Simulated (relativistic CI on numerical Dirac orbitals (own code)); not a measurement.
**F⁺: sensitivity of the levels to the model**

Base calculation: Dirac-Coulomb-Breit CI, KLI orbitals optimised for each configuration, a model potential for QED, valence Slater integrals scaled by 0.85, P86 correlation energy added to each configuration.

CI space (outside the closed core 1s2): 2s²2p⁴, 2s2p⁵, 2s²2p³3s, 2s²2p³3p, 2p⁶, 2s²2p³3d, 2s²2p³4s, 2s²2p³4p, 2s²2p³4d, 2s²2p³4f, 2s²2p²3s², 2s²2p²3s3p, 2s²2p²3p², 2s²2p²3s3d. Levels of other configurations are missing.

Variants: (1) no correlation estimate; (2) valence Slater integrals scaled by 0.75; (3) Breit term removed; (4) configuration mixing switched off. Shifts of the energy above 2s²2p⁴ ³P2, in cm⁻¹, for the lowest level and the first level of each name with at least 55 % of one term (blank where a level changes its place among those of its configuration and J or its character, or is not in the variant):

| Level | Base | Δ(1) | Δ(2) | Δ(3) | Δ(4) | Measured |
| --- | --- | --- | --- | --- | --- | --- |
| 2s²2p⁴ ³P2 | 0.0 | 0.0 | 0.0 | 0.0 | 0.0 | 0.0 |
| 2s²2p⁴ ³P1 | 335.3 | 0.0 | +0.3 | +10.2 | +1.2 | 341.1 |
| 2s²2p⁴ ³P0 | 481.0 | -0.1 | -0.3 | +29.6 | +3.1 | 489.7 |
| 2s²2p⁴ ¹D2 | 19562.7 | +6.3 | -2248.8 | +17.2 | -235.5 | 20873.4 |
| 2s²2p⁴ ¹S0 | 38252.4 | -55.9 | -3388.6 | -12.7 | +9865.0 | 44918.1 |
| 2s²2p³3s ⁵S°2 | 175984.7 | -5375.7 | +2800.3 | +40.6 | -187.5 | 176493.9 |
| 2s2p⁵ ³P°2 | 177330.8 | -1223.3 | +1237.7 | +11.9 | +1201.3 | 164797.9 |
| 2s2p⁵ ³P°1 | 177632.7 | -1221.0 | +1238.7 | +42.5 | +1202.6 | 165106.7 |
| 2s2p⁵ ³P°0 | 177799.0 | -1223.7 | +1238.6 | +44.0 | +1203.0 | 165279.2 |
| 2s²2p³3s ³S°1 | 181652.8 | -5382.2 | +2093.9 | +40.4 | +107.1 | 182864.4 |
| 2s²2p³3p ⁵P1 | 201675.5 | -5776.8 | +2803.0 | +41.1 | -154.3 | 202449.4 |
| 2s²2p³3p ⁵P2 | 201686.9 | -5776.8 | +2803.0 | +44.3 | -154.6 | 202460.7 |
| 2s²2p³3p ⁵P3 | 201706.3 | -5776.8 | +2802.9 | +46.9 | -155.2 | 202480.3 |
| 2s²2p³3p ³P1 | 206367.6 | -5780.1 | +2207.8 | +42.4 | +200.8 | 207699.1 |
| 2s²2p³3p ³P0 | 206369.6 | -5780.1 | +2208.1 | +38.8 | +200.6 | 207702.0 |
| 2s²2p³3p ³P2 | 206373.5 | -5780.2 | +2207.7 | +44.1 | +202.6 | 207703.8 |
| 2s²2p³3s ³D°3 | 209028.9 | -5374.2 | -1062.2 | +74.0 | -339.2 | 211866.1 |
| 2s²2p³3s ³D°2 | 209051.9 | -5374.2 | -1062.7 | +44.3 | -339.4 | 211887.2 |
| 2s²2p³3s ³D°1 | 209066.7 | -5374.2 | -1063.0 | +25.8 | -339.4 | 211900.3 |
| 2s²2p³3s ¹D°2 | 211874.4 | -5376.1 | -1414.6 | +54.1 | -188.8 | 215069.6 |
| 2s²2p³3d ⁵D°4 | 229416.8 | -6167.3 | +2626.0 | +51.0 | -461.1 |  |
| 2s²2p³3d ⁵D°3 | 229417.9 | -6167.3 | +2626.0 | +50.3 | -461.1 |  |

For a near-neutral ion this model can misplace configurations by up to about 10,000 cm⁻¹ (more where the count of f electrons changes) and terms by 10 to 25 % of their spread. Rates follow the energies as ν³ (E1, M1) or ν⁵ (E2), so they and the lifetimes can be off by large factors. The fine structure of a lone outer electron comes out too small, for d and f at times inverted, and misplaced configurations move strength between like terms. 23 of the 23 excited levels that our extract of the measured tables holds in this range could be paired (the sources list more); they are missed by 3118 cm⁻¹ on average and 12533 at most, and levels without a partner can miss by more.

Measured levels: NIST Handbook of Basic Atomic Spectroscopic Data (Sansonetti and Martin, J. Phys. Chem. Ref. Data 34, 1559 (2005)).

Ionisation energy from the two ground configurations alone: base 34.97 eV; no correlation estimate 33.82 eV; valence Slater integrals scaled by 0.75 35.3 eV. The NIST ASD value (measured) is 34.9708 eV.
